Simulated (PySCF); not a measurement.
Q: Write Cartesian coordinates for `[SiH3]NC1CC1` as optimised with GFN2-xTB.

A: 
```
atom  x, y, z in Å
Si1    1.8778    0.4765   -0.0777
N2     0.8338   -0.1725    1.1240
C3    -0.5886   -0.1613    1.1126
C4    -1.3746   -0.9206    0.0757
C5    -1.3528    0.5801    0.0660
H6     3.2120    0.1303    0.4056
H7     1.6929   -0.0756   -1.4313
H8     1.6578    1.9233   -0.1292
H9     1.1844   -0.9491    1.6652
H10   -1.0057   -0.1518    2.1172
H11   -2.2786   -1.4280    0.3763
H12   -0.8172   -1.4311   -0.6946
H13   -0.7986    1.0682   -0.7189
H14   -2.2433    1.1112    0.3672
```

Any rigid rotation of these coordinates is as good. Atoms count from 1 in this order. N2 (silicon-bound nitrogen) has angles 126.8°, 117.0° and 111.0°, sum 354.8°, 0.18 Å off the plane of its three neighbours. The 3-membered ring C3–C4–C5 has internal angles of 59.5° to 60.4°. Si1 (SiH3 silicon) is distorted tetrahedral (angles from 103.5° to 115.1°). Of the pairs four or more bonds apart, Si1···H13 is among the closest relative to their van der Waals radii: 2.82 Å, 85 % of the sum of Bondi's values.

Bonds between heavy atoms (Å): Si1–N2 1.719, N2–C3 1.423, C3–C4 1.507, C4–C5 1.501, C3–C5 1.493.

Computed geometry: GFN2-xTB, gas phase.

Point group: C1 (no symmetry element, even within 0.4 Å). Whether it is a minimum is left open (no frequencies). The numbers are those of one conformer (Si1–N2–C3–C4 65°).
